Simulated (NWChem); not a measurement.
System meant: BH2OI; SMILES B(O)I

The following NWChem deck was run.

```
start job
memory heap 200 mb stack 900 mb global 1100 mb
geometry units angstroms noautoz
  B     -0.582137     1.487997     0.000000
  H     -1.761359     1.717162     0.000000
  I      0.063070    -0.566557     0.000000
  O      0.295108     2.493035     0.000000
  H      1.220998     2.220410     0.000000
end
basis spherical
  B library def2-svp
  H library def2-svp
  I library def2-svp
  O library def2-svp
end
dft
  xc b3lyp
  iterations 150
  mulliken
end
task dft energy
```

End of the output:

```
             Grid Information
             ----------------
          Grid used for XC integration:  medium
          Radial quadrature: Mura-Knowles
          Angular quadrature: Lebedev.
          Tag              B.-S. Rad. Rad. Pts. Rad. Cut. Ang. Pts.
          ---              ---------- --------- --------- ---------
          B                   0.85       49           8.0       434
          H                   0.35       45          10.0       434
          I                   1.40      123           9.0       590
          O                   0.60       49           9.0       434
          Grid pruning is: on
          Number of quadrature shells:   311
          Spatial weights used:  Erf1

          Convergence Information
          -----------------------
          Convergence aids based upon iterative change in
          total energy or number of iterations.
          Levelshifting, if invoked, occurs when the
          HOMO/LUMO gap drops below (HL_TOL):  1.00D-02
          DIIS, if invoked, will attempt to extrapolate
          using up to (NFOCK): 10 stored Fock matrices.

                    Damping( 0%)  Levelshifting(0.5)       DIIS
                  --------------- ------------------- ---------------
          dE  on:    start            ASAP                start
          dE off:    2 iters        150 iters           150 iters

      Screening Tolerance Information
      -------------------------------
          Density screening/tol_rho:  1.00D-10
          AO Gaussian exp screening on grid/accAOfunc:  14
          CD Gaussian exp screening on grid/accCDfunc:  20
          XC Gaussian exp screening on grid/accXCfunc:  20
          Schwarz screening/accCoul:  1.00D-08

      Superposition of Atomic Density Guess
      -------------------------------------

      charge =      53.0 I (Iodine)

      symmetry species            s     p     d     f
      number of basis functions =10     7     6
      number of cont. functions = 4     4     2
      number of closed shells   = 5     3     2
      number of open shells     = 0     1     0
      open shell occupation     = 0     5     0
 ------------------------------------------------------------------------
 atomscf:atomd: error in atom scf                   0
 ------------------------------------------------------------------------
 ------------------------------------------------------------------------
  current input line :
    21: task dft energy
 ------------------------------------------------------------------------
 ------------------------------------------------------------------------
 This error has not yet been assigned to a category
 ------------------------------------------------------------------------
 For more information see the NWChem manual at https://nwchemgit.github.io

0:atomscf:atomd: error in atom scf:Received an Error in Communication
```

Task: What is wrong, and how is it mended?

Result: The program stopped with an error. Cause: the def2 basis of a heavy element holds valence functions alone and wants its effective core potential (without it all electrons must fit into that basis). This input runs:
```
start job
memory heap 200 mb stack 900 mb global 1100 mb
geometry units angstroms noautoz
  B     -0.582137     1.487997     0.000000
  H     -1.761359     1.717162     0.000000
  I      0.063070    -0.566557     0.000000
  O      0.295108     2.493035     0.000000
  H      1.220998     2.220410     0.000000
end
basis spherical
  * library def2-svp
end
ecp
  I library def2-ecp
end
dft
  xc b3lyp
  iterations 150
  mulliken
end
task dft energy
```
It converges to -399.07142 Ha (B3LYP/def2-SVP with def2 effective core potentials on I).
